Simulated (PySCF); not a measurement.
Stationary points of MnO₃Br

Computed with PBE0/[Mn def2-SVP, O def2-SVP, Br def2-SVP], no relativity, density fitting, PySCF.

Relaxations began from a few typed shapes. The search is not exhaustive: other isomers or separated fragments can lie lower, and high-lying points may rest on an excited occupation.

```json
{"spin": "singlet", "group": "C3v", "bonds": "Mn–Br 2.264 Å, Mn–O 1.534 Å (×3)", "angles": "Br–Mn–O 107.4° (×3), O–Mn–O 111.5° (×3)", "imaginary modes (cm⁻¹)": "none", "ΔE (kJ/mol)": "0.0", "ΔE with ZPE (kJ/mol)": "0.0"}
{"spin": "singlet", "group": "C2v", "bonds": "Mn–Br 2.857 Å, Mn–O 1.536 Å, Mn–O 1.569 Å (×2)", "angles": "Br–Mn–O 64.6° (×2), Br–Mn–O 180.0°, O–Mn–O 115.4° (×2), O–Mn–O 129.2°", "imaginary modes (cm⁻¹)": "489i, 257i", "ΔE (kJ/mol)": "326.1", "ΔE with ZPE (kJ/mol)": "–"}
```

The lowest minimum found is the singlet C3v: Mn–Br 2.264 Å, Mn–O 1.534 Å (×3); Br–Mn–O 107.4° (×3), O–Mn–O 111.5° (×3).

Formally Mn is in oxidation state +7, d0. The polar-tensor charge on Mn, 1.50, is far below the formal one.

For the lowest minimum: stability towards spin polarisation was not tested.
